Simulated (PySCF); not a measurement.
**Electron correlation in Ne (neon, neutral)**

[Ne], closed-shell 1S. Calculation: PySCF 2.14, in def2-TZVPPD (6s4p3d1f, 40 functions); no relativity, point nucleus. Frozen: nothing; 10 electrons correlated.

MP2 pair energies summed by pair of shells (mhartree):

```tsv
pair	energy	share (%)
2p-2p	-189.79	67.0
2s-2p	-64.56	22.8
1s-1s	-11.84	4.2
2s-2s	-9.54	3.4
1s-2p	-5.51	1.9
1s-2s	-1.96	0.7
```

Total MP2 correlation energy: -283.20 mhartree.

Same-spin part -71.62 and opposite-spin part -211.57 mhartree; SCS-MP2 scales them by 1/3 and 6/5 to -277.76 mhartree.

This basis was not built for core-valence correlation, so the inner-shell part is incomplete.
